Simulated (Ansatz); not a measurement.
Reaction (formal exchange of groups at a Ga–Ge bond): `C#[C][GeH2][GaH][NH2]` + `O[SiH3]` → `[NH2][GaH][SiH2]O` + `C#[C][GeH3]`

Computed with Ansatz on PBE0-D4/def2-TZVP structures; ΔE is electronic, products minus reactants. CBS: MP2 limit from def2 TZ/QZ plus the TZ coupled-cluster correction, frozen cores. Functionals use def2-TZVPP. For Ga, Ge outer-core shells are correlated without core-valence functions, which leaves a few kJ/mol of doubt a bond. Scalar relativity is left out up to krypton. One conformer a species, not always the lowest.

`C#[C][GeH2][GaH][NH2]`:

```xyz
11

C     3.068   -0.930   -0.415
C     1.955   -0.629   -0.769
Ge    0.165   -0.163   -1.231
Ga   -1.190   -0.292    0.793
N    -2.032    1.234    1.297
H     4.056   -1.196   -0.116
H    -0.282   -1.143   -2.332
H     0.213    1.247   -1.849
H    -1.397   -1.552    1.694
H    -1.957    2.108    0.805
H    -2.600    1.316    2.124
```

`O[SiH3]`:

Z-matrix (Å, degrees):
```
Si
O 1 1.648
H 1 1.489 2 111.7
H 1 1.489 2 111.7 3 120.9
H 1 1.481 2 105.9 3 -119.6
H 2 0.957 1 117.9 3 -60.5
```

`[NH2][GaH][SiH2]O`:

Cartesian coordinates in Å:
```
N -1.759 1.445 0.519
Ga -0.753 -0.025 0.885
Si 0.900 -0.631 -0.754
O 2.224 -1.199 0.069
H -1.641 2.026 -0.294
H -2.492 1.787 1.117
H -1.103 -0.749 2.229
H 0.383 -1.673 -1.695
H 1.278 0.528 -1.621
H 2.963 -1.510 -0.456
```

`C#[C][GeH3]`:

```xyz
7

C     1.440    0.608    1.254
C     0.574    0.242    0.500
Ge   -0.791   -0.334   -0.688
H     2.206    0.931    1.921
H    -0.786   -1.866   -0.735
H    -2.140    0.178   -0.171
H    -0.503    0.241   -2.080
```

| species | PBE0-D4 energy (Eh) |
| --- | --- |
| `C#[C][GeH2][GaH][NH2]` | -4135.77023 |
| `O[SiH3]` | -366.99139 |
| `[NH2][GaH][SiH2]O` | -2347.54277 |
| `C#[C][GeH3]` | -2155.20767 |

**Question.** Work out ΔE.

**Answer.** ΔE = (-2347.54277) + (-2155.20767) − (-4135.77023) − (-366.99139) = 0.01118 Eh = +29.4 kJ/mol. CCSD(T)/CBS gives +33.3 kJ/mol.

Largest T1 diagnostic among the species: 0.014.
